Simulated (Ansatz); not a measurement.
Question: Name a neutral molecule of C, F, Ga, I and H with HOMO energy (PBE0/def2-TZVPP) between -7.75 and -7.45 eV and HOMO energy (ωB97M-V/def2-TZVPP) between -9.95 and -9.65 eV (Ansatz, PBE0-D4/def2-TZVP geometry).

Answer: `FC(I)[CH2][GaH2]` (-7.70 eV, -9.83 eV). Other molecules can fit too; these were computed, each in one conformer that needn't be the lowest.
